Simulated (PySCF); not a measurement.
C₁₀H₁₀Cr, triplet at its GFN2-xTB optimised geometry (Å):

```
21

Cr    -0.0332     0.3150     0.0000
C      1.0349     1.8751     1.1938
C      1.7566     1.6551     0.0000
C      2.2022     0.3150     0.0000
C      1.7558    -0.2933     1.1939
C      1.0345     0.6709     1.9317
H      0.6659     2.8287     1.5415
H      2.0326     2.4120    -0.7193
H      2.8767    -0.1260    -0.7190
H      2.0315    -1.2778     1.5421
H      0.6651     0.5483     2.9392
C     -1.0048    -0.4241    -1.8725
C     -1.6106     0.7986    -1.5085
C     -2.2336     0.6205    -0.2536
C     -2.0128    -0.7123     0.1579
C     -1.2534    -1.3579    -0.8426
H     -0.5500    -0.6434    -2.8272
H     -1.6971     1.6722    -2.1377
H     -2.8767     1.3347     0.2389
H     -2.4586    -1.1894     1.0182
H     -1.0205    -2.4120    -0.8767
```

Method: unrestricted PBE0/def2-SVP (PySCF). Cells within 0.4 Å of a nucleus heavier than hydrogen are left out (blank, or x).

Map of the log10 of the electron density (e/bohr³), floored at −4 on the plane z = 1.2 Å:

```
|00000000000000000000000000000|
|00000000000000000000000000000|
|00000000000000112110000000000|
|00000000000001334332100000000|
|00000000000013455543210000000|
|00000000000124577765432000000|
|00000000000135689876543100000|
|00001121111235789987653210000|
|00012333222345789x98754310000|
|0001344443344678xx98754320000|
|00023455444456789998754321000|
|00023455545556789987655431000|
|00023445555566788888765432000|
|00012345555566778999876532000|
|0001235566666677899x987542000|
|000134677766666678xxx87532000|
|00024578876655567899986531000|
|00024689876555556789986421000|
|00024578875444445678875420000|
|00013566654333334567764310000|
|00002345543222122345543200000|
|00000123322110001223321000000|
|00000001110000000011110000000|
|00000000000000000000000000000|
|00000000000000000000000000000|
|00000000000000000000000000000|
|00000000000000000000000000000|
|00000000000000000000000000000|
|00000000000000000000000000000|
```
Scale: ten equal steps from -4.00 (start of '0') to -0.524 (end of '9'), in the order '0123456789'; x runs from -5.00 to 5.00, y from -5.00 (bottom) to 5.00 (top).
